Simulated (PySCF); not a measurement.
Bond stretch in H3Ga, SMILES [GaH3]. The Ga1–H4 bond (Ga1 also carries H, H; H4 carries nothing else) is varied alone, starting from the PBE0/def2-TZVP optimised geometry.

- RKS-LDA (SVWN5)/6-31G* = restricted LDA (SVWN5)/6-31G*, spherical d (PySCF)
- UKS-BP86/6-31G* = unrestricted BP86/6-31G*, spherical d run with PySCF 2.14.0
- UHF/3-21G = unrestricted Hartree-Fock/3-21G run with PySCF
- UCCSD(T) = PySCF 2.14.0 with CCSD(T) on UHF/cc-pVDZ, 9 core orbitals frozen

Energies relative to the lowest point of each curve near equilibrium, in kJ/mol; the last columns give the difference from UCCSD(T):

```csv
R / Å,RKS-LDA (SVWN5)/6-31G*,UKS-BP86/6-31G*,UHF/3-21G,UCCSD(T),RKS-LDA (SVWN5)/6-31G* − UCCSD(T),UKS-BP86/6-31G* − UCCSD(T),UHF/3-21G − UCCSD(T)
1.26,104.0,109.1,102.0,104.5,-0.6,4.6,-2.6
1.34,50.6,54.1,50.7,50.6,0.0,3.6,0.1
1.41,22.2,24.6,22.9,22.0,0.2,2.5,0.9
1.47,8.1,9.6,8.8,7.9,0.2,1.6,0.9
1.52,2.0,2.7,2.4,1.9,0.1,0.8,0.5
1.57,0.0,0.0,0.0,0.0,0.0,0.0,0.0
1.60,0.4,0.0,0.2,0.5,-0.1,-0.5,-0.3
1.68,6.4,5.0,5.8,6.9,-0.5,-1.9,-1.1
1.74,14.4,12.3,13.8,15.4,-0.9,-3.0,-1.5
1.80,24.8,22.0,24.6,26.2,-1.4,-4.1,-1.6
1.92,50.1,46.2,52.0,52.6,-2.5,-6.4,-0.7
2.10,94.4,88.8,102.2,98.4,-4.0,-9.6,3.7
2.34,155.6,148.1,173.4,160.5,-4.9,-12.4,12.9
2.62,221.7,212.2,226.1,224.5,-2.8,-12.3,1.6
2.80,259.2,248.6,244.9,257.9,1.3,-9.4,-13.0
3.16,321.7,300.8,264.2,306.3,15.4,-5.5,-42.1
3.43,358.4,321.0,270.6,326.3,32.1,-5.4,-55.7
3.80,397.0,335.4,274.6,337.2,59.9,-1.8,-62.6
4.28,431.4,343.0,276.7,340.7,90.8,2.4,-64.0
4.73,452.0,345.6,277.5,341.4,110.5,4.1,-64.0
5.51,470.6,346.8,277.9,341.7,128.8,5.1,-63.8
```

RKS-LDA (SVWN5)/6-31G* is furthest from UCCSD(T) at 5.51 (128.8 kJ/mol, above); its mean absolute difference over the points is 21.8 kJ/mol.

UKS-BP86/6-31G* is furthest from UCCSD(T) at 2.34 (-12.4 kJ/mol, below); its mean absolute difference over the points is 4.6 kJ/mol.

UHF/3-21G is furthest from UCCSD(T) at 4.28 (-64.0 kJ/mol, below); its mean absolute difference over the points is 18.7 kJ/mol.

The restricted form behind RKS-LDA (SVWN5)/6-31G* keeps the bonding electrons paired and can't separate into open-shell fragments. The unrestricted determinant behind UKS-BP86/6-31G* is spin-contaminated at 3.16 to 5.51 Å (<S²> up to 1.0, against 0.00 for a pure singlet). The unrestricted determinant behind UHF/3-21G, UCCSD(T) is spin-contaminated at 2.34 to 5.51 Å (<S²> up to 1.0, against 0.00 for a pure singlet).
